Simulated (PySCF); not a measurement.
ErS: one state, many levels of theory

State: quintet, about 11.1 electrons in the 4f shell (Mulliken), real f orbitals that mix terms. Set-up: PySCF, spin-free X2C with a Gaussian nucleus, basis sets Er x2c-TZVPall, S x2c-TZVPall. De refers to Er (4f12 6s2) + S in their high-spin ground configurations, without counterpoise correction. The functionals are run spin-unrestricted. A positive dipole means Er(−)S(+).

| Level | Re (Å) | ωe (cm⁻¹) | De (eV) | μ (D) | CPU s a point (SCF and correlation, without the integrals) |
| --- | --- | --- | --- | --- | --- |
| UHF | 2.298 | 478 | n/a | -7.78 | 18 |
| UHF-MP2 | 2.235 | 492 | n/a | n/a | 30 |
| UHF-SCS-MP2 | 2.252 | 485 | n/a | n/a | n/a |
| PBE | 2.337 | 370 | 3.90 | -5.45 | 19 |
| r²SCAN | 2.281 | 428 | 4.68 | -6.06 | 27 |
| B3LYP | 2.280 | 446 | 3.59 | -6.32 | 34 |
| PBE0 | 2.257 | 471 | 3.98 | -6.44 | 20 |
| M06 | 2.288 | 441 | 3.04 | -5.69 | 70 |
| HSE06 | 2.260 | 469 | 4.04 | -6.45 | 48 |

(1) What does a quarter of exact exchange do here, going from PBE to PBE0?

(2) What does the step from GGA to meta-GGA do here, going from PBE to r²SCAN?

(3) What does second-order correlation do here, going from UHF to UHF-MP2?

Correlated steps freeze 23 core orbitals. Spin–orbit coupling is left out, which matters for elements this heavy, above all for dissociation energies. Counting both spins, an empty level lies below a filled one in some of these solutions, because spin and occupation are held. The state is the lowest single determinant that the PBE0 search found; with open d or f shells the true ground state can be another one.

The whole job (state search and all levels along the bond) took about 22 min on 4 threads of Arm Neoverse V1 (shared host), peak memory 8.9 GiB.

Results:

(1) PBE0 less PBE: -8.0 pm in Re, +27.3 % in ωe, +0.08 eV in De. Exact exchange removes part of the self-interaction that spreads semilocal densities, and in most molecules shortens and stiffens the bond and lowers De; here De goes the other way.

(2) r²SCAN less PBE: -5.6 pm in Re, +15.7 % in ωe, +0.78 eV in De. 

(3) UHF-MP2 less UHF: -6.3 pm in Re, +2.9 % in ωe. Correlation nearly always deepens the well. The bond shortens, as in weak, metallic or heavy-atom bonds, where dispersion and the correlation of outer-core electrons pull the atoms together.
